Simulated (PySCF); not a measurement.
boric acid, BH3O3, SMILES OB(O)O, point group Cs.

Level: B3LYP/pcSseg-1 in PySCF (density fitting, grid level 2); geometry and Hessian at that level, cubic constants and property derivatives from steps of ±0.6 along each species' dimensionless normal coordinates, second-order vibrational perturbation theory. The parent has the commonest isotopes.

Equilibrium geometry (Å):

| atom | x | y | z |
| --- | --- | --- | --- |
| O1 | 1.3793 | 0.1328 | -0.6227 |
| B2 | 0.0390 | 0.2321 | -0.3701 |
| O3 | -0.4775 | 1.4886 | -0.3012 |
| O4 | -0.8136 | -0.8338 | -0.1829 |
| H5 | 1.7301 | -0.7631 | -0.6686 |
| H6 | -1.4261 | 1.4742 | -0.1200 |
| H7 | -0.4177 | -1.7112 | -0.2377 |

Species: ¹⁰B at 2, ²H at 6. Output of the displacement run:

```
mode    cm-1    km/mol   phi_rrr   E(+)/cm-1  E(-)/cm-1
  1    278.15    15.78      -2.1      82.55      82.81
  2    404.71    52.63       1.3      81.51      81.32
  3    412.77    27.12     -31.0      73.90      76.09
  4    453.09    11.79      24.6      82.81      81.02
  5    479.09   243.53       2.9     102.93     103.00
  6    691.86    79.62       0.5     124.68     124.64
  7    785.07    50.22    -134.1     137.55     147.19
  8    888.61     8.96    -126.0     155.53     164.67
  9    923.60   196.49      22.3     170.61     168.68
 10   1015.63    92.02    -179.4     178.82     191.86
 11   1447.11   492.19     178.7     267.36     254.47
 12   1517.75   408.43     145.1     278.77     268.37
 13   2785.07    56.93   -1601.3     448.18     563.18
 14   3837.13    32.07    2302.5     780.62     615.43
 15   3855.71    88.79    2389.6     786.94     615.67
```

For the shielding of H5 (σe = 29.28 ppm):

```tsv
mode	ω (cm⁻¹)	Σr φrrs (cm⁻¹)	∂σ/∂q	∂²σ/∂q²
1	278	-5	0.004	-1.398
2	405	5	-0.004	-0.463
3	413	-75	0.126	-0.015
4	453	16	0.087	-0.130
5	479	9	0.000	-0.789
6	692	1	-0.001	-0.025
7	785	-372	-0.006	-0.017
8	889	-608	-0.232	-0.007
9	924	17	0.253	-0.643
10	1016	-394	-0.435	-0.385
11	1447	124	0.386	0.001
12	1518	-219	0.070	-0.021
13	2785	841	0.039	-0.004
14	3837	-1658	-0.805	0.047
15	3856	-3033	2.709	0.817
```

Work out the zero-point average of this shielding.

With ⟨qs⟩ = −Σr φrrs/(4ωs) and ⟨qs²⟩ = 1/2: the mean displacements are 0.004, -0.003, 0.046, -0.009, -0.005, 0.000, 0.119, 0.171, -0.005, 0.097, -0.021, 0.036, -0.075, 0.108, 0.197. The anharmonic term Σ (∂σ/∂q)⟨q⟩ is 0.36 ppm, the harmonic term ¼ Σ ∂²σ/∂q² is -0.76 ppm, so ⟨σ⟩ = 28.88 ppm.

Internal rotors are held in one well.
